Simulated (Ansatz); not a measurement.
```yaml
crystal:
  periodic: [false, false, false]
  atoms:
    - {symbol: F, position_ang: [-0.807612, 2.046802, 0.495394]}
    - {symbol: Si, position_ang: [0.296770, 1.045069, -0.126550]}
    - {symbol: h, position_ang: [1.779858, 0.381045, 1.283815]}
    - {symbol: Ga, position_ang: [-0.844674, -1.073814, -0.769629]}
    - {symbol: H, position_ang: [1.063360, 1.648025, -1.119080]}
    - {symbol: H, position_ang: [0.939656, -0.413278, 2.021840]}
    - {symbol: H, position_ang: [-1.685338, -1.862550, 0.369698]}
    - {symbol: H, position_ang: [-0.659393, -1.741702, -2.115620]}
basis:
  gaussian: {orbitals: x2c-TZVPPall, nuclear_model: gaussian}
hamiltonian: {xc: {name: wB97M-V}}
```

```sh
$ ansatz run in.yaml --threads 4 --pin off --events-out ev --progress --plain --max-ram 10444MiB
```

It prints (some lines left out):

```
Error: YAML parse error: error: line 6 column 16: `h` is not an element symbol (H … Og, case-exact)
 --> <input>:6:16
4 |     - {symbol: F, position_ang: [-0.807612, 2.046802, 0.495394]}
5 |     - {symbol: Si, position_ang: [0.296770, 1.045069, -0.126550]}
6 |     - {symbol: h, position_ang: [1.779858, 0.381045, 1.283815]}
7 |     - {symbol: Ga, position_ang: [-0.844674, -1.073814, -0.769629]}
8 |     - {symbol: H, position_ang: [1.063360, 1.648025, -1.119080]}
```

In this input an element symbol is wrong. The program refused the input.
